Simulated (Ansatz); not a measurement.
```yaml
crystal:
  periodic: [false, false, false]
  atoms:
    - {symbol: O, position_ang: [0.168063, -2.072423, -3.591587]}
    - {symbol: Ti, position_ang: [0.222902, -0.761938, -0.292929]}
    - {symbol: O, position_ang: [1.493998, -3.605271, 1.410442]}
    - {symbol: C, position_ang: [-2.767298, -1.330595, 3.099482]}
    - {symbol: C, position_ang: [-2.891558, 1.211626, 2.369428]}
    - {symbol: C, position_ang: [-3.796599, 1.306202, -0.145912]}
    - {symbol: C, position_ang: [-4.295799, -1.188800, -0.919830]}
    - {symbol: C, position_ang: [-3.631782, -2.820963, 1.060017]}
    - {symbol: C, position_ang: [2.665515, 2.533807, 1.612827]}
    - {symbol: C, position_ang: [1.482064, 3.601748, -0.535473]}
    - {symbol: C, position_ang: [2.459960, 2.407439, -2.686739]}
    - {symbol: C, position_ang: [4.279282, 0.623848, -1.888947]}
    - {symbol: C, position_ang: [4.424697, 0.733199, 0.755527]}
    - {symbol: H, position_ang: [-1.004349, -3.434675, -3.828874]}
    - {symbol: H, position_ang: [3.192787, -4.043735, 0.953688]}
    - {symbol: H, position_ang: [-2.021602, -2.045062, 4.856429]}
    - {symbol: H, position_ang: [-2.359191, 2.815703, 3.508959]}
    - {symbol: H, position_ang: [-4.087686, 2.984039, -1.267592]}
    - {symbol: H, position_ang: [-4.971008, -1.732821, -2.765769]}
    - {symbol: H, position_ang: [-3.651451, -4.858652, 1.009674]}
    - {symbol: H, position_ang: [2.315365, 3.026203, 3.560366]}
    - {symbol: H, position_ang: [0.053653, 5.055836, -0.513985]}
    - {symbol: H, position_ang: [1.846044, 2.694708, -4.608690]}
    - {symbol: H, position_ang: [5.279257, -0.670291, -3.105725]}
    - {symbol: H, position_ang: [5.594714, -0.429151, 1.955251]}
basis:
  gaussian: {orbitals: def2-SVPD}
hamiltonian: {xc: {name: wB97M-V}}
accuracy: high
output: {forces: true}
```

```sh
$ ansatz run in.yaml --threads 11 --pin off --events-out ev --progress --plain --max-ram 174080MiB --backend cuda --devices 0, --max-vram 75GiB
```

Output, abridged:

```
Functional definition: wB97M-V
8560 factors; integrals over basis functions are off by at most 1.3e-7 eV
1897 factors; integrals over basis functions are off by at most 2.2e-9 eV
mean field evaluation 1: about -37582.2183 eV, gradient 1.1e2 eV
mean field evaluation 2: about -36541.6349 eV, gradient 4.2e2 eV
mean field evaluation 4: about -37122.2140 eV, gradient 3.8e2 eV
mean field evaluation 8: about -37631.1710 eV, gradient 4.0e1 eV
mean field evaluation 16: about -37637.6834 eV, gradient 5.8e-2 eV
mean field evaluation 32: about -37637.7240 eV, gradient 3.2e-6 eV
mean field -37637.72403720 eV, -1383.1608466016 hartree, gradient 2.0e-8 eV, S^2 0.000000; 6 other end points of the search recorded, 0 dependent functions left out
reference -37637.72405033 eV, -1383.1608470840 hartree; 55, 55 occupied and 321, 321 virtual orbitals, 8560 factors
Total energy: -37637.72405033 eV, -1383.1608470840 hartree
Atom 0 at     0.168063    -2.072423    -3.591587 Å, force    -2.868353    -2.490203     0.805332 eV/Å
Atom 1 at     0.222902    -0.761938    -0.292929 Å, force     0.528463    -1.806301    -0.693391 eV/Å
Atom 2 at     1.493998    -3.605271     1.410442 Å, force     3.503457     0.314865    -1.647064 eV/Å
Atom 3 at    -2.767298    -1.330595     3.099482 Å, force     0.815759    -0.465103     1.548926 eV/Å
Atom 4 at    -2.891558     1.211626     2.369428 Å, force     0.663182     1.214495     0.656710 eV/Å
Atom 5 at    -3.796599     1.306202    -0.145912 Å, force    -0.010692     1.326820    -0.807515 eV/Å
Atom 6 at    -4.295799    -1.188800    -0.919830 Å, force    -0.480884    -0.324259    -1.831851 eV/Å
Atom 7 at    -3.631782    -2.820963     1.060017 Å, force     0.135162    -1.966186    -0.038993 eV/Å
Atom 8 at     2.665515     2.533807     1.612827 Å, force    -0.480322     0.331758     1.438596 eV/Å
Atom 9 at     1.482064     3.601748    -0.535473 Å, force    -1.267291     0.851505     0.126379 eV/Å
Atom 10 at     2.459960     2.407439    -2.686739 Å, force    -0.756931     0.281087    -1.624006 eV/Å
Atom 11 at     4.279282     0.623848    -1.888947 Å, force     0.830980    -1.316538    -1.208527 eV/Å
Atom 12 at     4.424697     0.733199     0.755527 Å, force     0.894907    -1.107297     1.288839 eV/Å
Atom 13 at    -1.004349    -3.434675    -3.828874 Å, force     2.878350     3.431322     0.786179 eV/Å
Atom 14 at     3.192787    -4.043735     0.953688 Å, force    -4.248984     1.257032     1.020619 eV/Å
Atom 15 at    -2.021602    -2.045062     4.856429 Å, force    -1.232483     1.207350    -2.962482 eV/Å
Atom 16 at    -2.359191     2.815703     3.508959 Å, force    -0.832814    -2.667257    -1.874600 eV/Å
Atom 17 at    -4.087686     2.984039    -1.267592 Å, force     0.494135    -2.791783     1.832428 eV/Å
Atom 18 at    -4.971008    -1.732821    -2.765769 Å, force     1.134175     0.920654     3.103755 eV/Å
Atom 19 at    -3.651451    -4.858652     1.009674 Å, force     0.027689     3.427583     0.088400 eV/Å
Atom 20 at     2.315365     3.026203     3.560366 Å, force     0.580305    -0.845141    -3.216200 eV/Å
Atom 21 at     0.053653     5.055836    -0.513985 Å, force     2.326685    -2.430156    -0.061145 eV/Å
Atom 22 at     1.846044     2.694708    -4.608690 Å, force     1.012427    -0.494491     3.238327 eV/Å
Atom 23 at     5.279257    -0.670291    -3.105725 Å, force    -1.677366     2.181884     2.044749 eV/Å
Atom 24 at     5.594714    -0.429151     1.955251 Å, force    -1.969558     1.958360    -2.013467 eV/Å
Dipole moment:    -0.639509     2.187990     0.840148 e Å
```

Something in this input is off. What?

The coordinates are in bohr but typed as ångström. The run converged. The result belongs to that input, not to the molecule as meant.
